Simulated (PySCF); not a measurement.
# Two-dimensional NMR puzzle

Compound of formula C$_{4}$H$_{9}$FO$_{3}$Si. Correlations simulated from computed shifts and the bond graph:

HSQC (one-bond C–H):
```csv
δH,δC
6.97,130.3
3.88,50.8
3.78,54.1
```

HMBC (two and three bonds, from the bond graph):
```csv
δH,δC
6.97,157.9
4.98,"157.9, 50.8"
3.78,157.9
```

Carbons without hydrogens: δ 157.9.

PySCF calculation with GFN2-xTB structure and shieldings: GIAO PBE0/pcSseg-1; one conformer, rapidly exchanging positions averaged, non-relativistic, isolated molecule.

Scale: ¹H (31.72 ppm), ¹³C (186.93 ppm) vs TMS (reference shieldings calculated alike).

Exchangeable hydrogens are left out of these lists.

Problem. Assemble the structure.

Solution. SMILES CO[SiH2]O/C(=C\F)OC.

Structure with atom numbers: `[CH3:1][O:2][SiH2:3][O:4]/[C:5](=[CH:6]\[F:7])[O:8][CH3:9]`. Hydrogens are named by the atom that carries them.

1. δC 157.9 is C5, an alkene carbon bearing oxygen.
2. δC 130.3 is C6, a β carbon of an enol-ether or enamine type C=C (δH 6.97).
3. δC 54.1 is C9, a methyl carbon bonded to O (δH 3.78).
4. δC 50.8 is C1, a methyl carbon bonded to O (δH 3.88).
5. HMBC from δH 6.97 reaches the proton-free carbon C5.
6. HMBC from δH 4.98 reaches the proton-free carbon C5.
7. HMBC from δH 3.78 reaches the proton-free carbon C5.

The data come from this structure; uniqueness wasn't tested.

Shifts are as computed. Against solution values, carbons near 30 ppm lie about +3 ppm off and those near 130 ppm about +5 ppm. Of 1309 compounds with measured shifts, 239 miss one by over three times the rms of a fit or turn the order of signals round; such compounds aren't used in these exercises.
